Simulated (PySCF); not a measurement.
The same groups moved round the core (styrene silyl+mercapto). Gas-phase values, no solvent. One relaxed conformer stands for each flexible species; it need not be the lowest. Strings in code marks are SMILES.

The four lowest singlet excitations (Tamm–Dancoff). The numbers are results of ωB97X-D3(BJ)/def2-TZVP // B3LYP-D3(BJ)/def2-SVP in PySCF, not measurements. Excitations are Tamm–Dancoff values on a coarser integration grid. The basis has no diffuse functions, so Rydberg states are missing or too high.

```
state  energy (eV)  wavelength (nm)  oscillator strength
-----  -----------  ---------------  -------------------
S1            5.27              235                0.019
S2            5.43              228                0.009
S3            5.55              224                0.096
S4            6.09              204                0.066
```

Problem. Say which member gives these states.
A. `C=Cc1cc([SiH3])ccc1S` (C–C–C–C torsion 34°, C–C–S–H torsion 38°)
B. `C=C(S)c1ccccc1[SiH3]` (C–C–S–H torsion 8°, S–C–C–C torsion 60°)
C. `C=Cc1ccc([SiH3])c(S)c1` (C–C–C–C torsion 1°, C–C–S–H torsion -147°)
D. `C=Cc1ccc(S)c([SiH3])c1` (C–C–C–C torsion 0°, C–C–S–H torsion -24°)

Solution. B, `C=C(S)c1ccccc1[SiH3]` (C–C–S–H torsion 8°, S–C–C–C torsion 60°)
